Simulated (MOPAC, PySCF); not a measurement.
System: C2N, charge 0, multiplicity 2. SMILES: [N]([C])[C]
Coordinates optimised at B3LYP-D3(BJ)/def2-TZVP (Ansatz):
```
N
C 1 1.2396
C 1 1.2396 2 180.00
```
Charge 0, spin multiplicity 2.

Unscaled harmonic wavenumbers (cm⁻¹) in rising order, each level at the stationary point that it reaches from this structure (no distance between atoms moves by over 0.3 Å); the order of modes can differ between levels, and a negative number is imaginary. B3LYP-D3(BJ)/def2-TZVP (PySCF, at the structure above): 231, 404, 1306, 1524.

AM1 (MOPAC): 371, 371, 1102, 1551. Zero-point energy 4.9 against 5.0 kcal/mol; where all levels lie over 400 cm⁻¹, the wavenumbers are on average 0.931 times those of B3LYP-D3(BJ)/def2-TZVP.

PM3 (MOPAC): 291, 291, 866, 1438. Zero-point energy 4.1 against 5.0 kcal/mol; where all levels lie over 400 cm⁻¹, the wavenumbers are on average 0.803 times those of B3LYP-D3(BJ)/def2-TZVP.

PM6 (MOPAC): 350, 350, 771, 1331. Zero-point energy 4.0 against 5.0 kcal/mol; where all levels lie over 400 cm⁻¹, the wavenumbers are on average 0.732 times those of B3LYP-D3(BJ)/def2-TZVP.

PM7 (MOPAC): 358, 358, 962, 1402. Zero-point energy 4.4 against 5.0 kcal/mol; where all levels lie over 400 cm⁻¹, the wavenumbers are on average 0.828 times those of B3LYP-D3(BJ)/def2-TZVP.
